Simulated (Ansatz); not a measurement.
Geometry optimisation of FePt2⁺.

```yaml
crystal:
  periodic: [false, false, false]
  atoms:
    - {symbol: Fe, position_ang: [-0.114209, 1.020136, -0.794376]}
    - {symbol: Pt, position_ang: [1.032539, -0.921819, -0.271869]}
    - {symbol: Pt, position_ang: [-0.918331, -0.098317, 1.066245]}
basis:
  gaussian: {orbitals: def2-TZVP}
total_charge: 1
magnetization: {spin_polarized: true, initial_magnetization: 1}
hamiltonian: {xc: pbe0, dispersion: d4}
scf: {lower_state_search: "off"}
output: {orbitals: {seedname: orbitals}}
relax: {f_tol: 0.02, max_steps: 100}
```

```sh
$ ansatz run in.yaml --threads 4 --pin off --events-out ev --progress --plain --max-ram 3916MiB
```

Output, abridged:

```
Functional definition: PBE0
mean field -40867.12975199 eV, -1501.8393176503 hartree, gradient 2.7e-6 eV, S^2 2.549473; 0 other end points of the search recorded, 0 dependent functions left out
relax step   1: F+E_penalty+E_count = -40867.22639902 eV  Δ(F+E_penalty+E_count) = +0.000e0 eV  max|allowed force component| = 1.161e0 eV/Å  Δτ_max = 0.0000 Å  (357 SCF iters, accepted)
mean field -40867.19274746 eV, -1501.8416326910 hartree, gradient 9.4e-6 eV, S^2 2.512225; 0 other end points of the search recorded, 0 dependent functions left out
relax step   2: F+E_penalty+E_count = -40867.28950944 eV  Δ(F+E_penalty+E_count) = -6.311e-2 eV  max|allowed force component| = 1.244e0 eV/Å  Δτ_max = 0.0979 Å  (66 SCF iters, accepted)
mean field -40867.25325807 eV, -1501.8438564151 hartree, gradient 2.4e-6 eV, S^2 2.541681; 0 other end points of the search recorded, 0 dependent functions left out
relax step   3: F+E_penalty+E_count = -40867.34993139 eV  Δ(F+E_penalty+E_count) = -6.042e-2 eV  max|allowed force component| = 5.315e-2 eV/Å  Δτ_max = 0.0393 Å  (61 SCF iters, accepted)
mean field -40867.25340168 eV, -1501.8438616924 hartree, gradient 5.7e-6 eV, S^2 2.543156; 0 other end points of the search recorded, 0 dependent functions left out
relax step   4: F+E_penalty+E_count = -40867.35007045 eV  Δ(F+E_penalty+E_count) = -1.391e-4 eV  max|allowed force component| = 3.136e-3 eV/Å  Δτ_max = 0.0022 Å  (61 SCF iters, accepted)
mean field -40867.25340269 eV, -1501.8438617296 hartree, gradient 7.5e-6 eV, S^2 2.543245; 0 other end points of the search recorded, 0 dependent functions left out
relax step   5: F+E_penalty+E_count = -40867.35007122 eV  Δ(F+E_penalty+E_count) = -7.704e-7 eV  max|allowed force component| = 4.318e-4 eV/Å  Δτ_max = 0.0002 Å  (61 SCF iters, accepted)
Total energy: -40867.35010260 eV, -1501.8474153856 hartree
Atom 0 at    -0.118374     1.079588    -0.843324 Å, force     0.000360    -0.000159    -0.000241 eV/Å
Atom 1 at     0.998063    -0.934015    -0.224202 Å, force    -0.000315     0.000432    -0.000052 eV/Å
Atom 2 at    -0.879690    -0.145573     1.067527 Å, force    -0.000044    -0.000273     0.000293 eV/Å
Dipole moment:    -0.092996     0.778665    -0.600144 e Å
Checks for a lower state left out: stability, starts, cluster_reference, orbital_swaps, neighbouring_geometries, increment
```

Run time 34 s (4 threads of Arm Neoverse V1 on a shared host).

In the def2 sets Pt takes a core potential; there is no spin–orbit coupling. The relaxed charge 1 doublet is spin-contaminated (final ⟨S²⟩ up to 2.54, 0.75 for a pure state). The relaxation made no stability test and no search for a lower SCF solution. No other spin state of charge 1 was run. The structure comes from a short search, and lower isomers may exist.
